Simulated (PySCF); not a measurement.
C₃H₁₀ClNSi, SMILES C[C@@H](N)[Si@H](C)Cl. The structure is a stationary point at PBE-D3(BJ)/def2-SVP. The structure was generated by enumeration; whether it is a known compound was not checked. Other conformers were not sampled.

### Question
Give the equilibrium geometry at PBE-D3(BJ)/def2-SVP (PySCF confirms it by a frequency run) as bond lengths and angles. (The exact figures need the calculation; the answer reports its results.)

### Answer
This is not unique; one that fits is 
Atoms: C1 C2 N3 Si4 C5 Cl6 H7 H8 H9 H10 H11 H12 H13 H14 H15 H16. Bonded distances (Å): C1–C2 1.538, C1–H7 1.110, C1–H8 1.112, C1–H9 1.112, C2–N3 1.468, C2–Si4 1.911, C2–H10 1.113, N3–H11 1.029, N3–H12 1.029, Si4–C5 1.880, Si4–Cl6 2.093, Si4–H13 1.506, C5–H14 1.108, C5–H15 1.110, C5–H16 1.109. Bond angles (°): C2–C1–H7 112.3, C2–C1–H8 110.7, C2–C1–H9 111.4, H7–C1–H8 107.7, H7–C1–H9 107.5, H8–C1–H9 107.2, C1–C2–N3 115.6, C1–C2–Si4 112.7, C1–C2–H10 108.7, N3–C2–Si4 107.4, N3–C2–H10 107.3, Si4–C2–H10 104.4, C2–N3–H11 109.7, C2–N3–H12 110.3, H11–N3–H12 105.5, C2–Si4–C5 111.1, C2–Si4–Cl6 109.3, C2–Si4–H13 110.1, C5–Si4–Cl6 108.7, C5–Si4–H13 110.8, Cl6–Si4–H13 106.8, Si4–C5–H14 111.0, Si4–C5–H15 110.8, Si4–C5–H16 109.9, H14–C5–H15 108.2, H14–C5–H16 108.2, H15–C5–H16 108.8.
Charge 0, spin multiplicity 1.
